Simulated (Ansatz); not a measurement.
A structure relaxed at B3LYP/def2-SVPD in Ansatz, charge -1, doublet:

```
atom    x (Å)    y (Å)    z (Å)
 Mg1   3.3519   0.7450   0.0061
 Mg2  -2.8419   0.9706   1.6649
 Mg3   0.1977   0.6707   0.6469
 Mg4   1.2833  -1.2180  -1.6328
 Mg5  -1.9909  -1.1684  -0.6850
```

**Question.** Give its formula and point group.

**Answer.** the cluster Mg5⁻ (the lowest doublet isomer of a short search). Point group C2v (tolerance 0.1 Å).

**Question.** Summarise the bond lengths by kind (pairs closer than 1.2 times the sum of covalent radii, bridged metal pairs left out).

**Answer.** 6 × Mg–Mg 3.15 to 3.29 Å.

The structure comes from a short search, and lower isomers may exist.
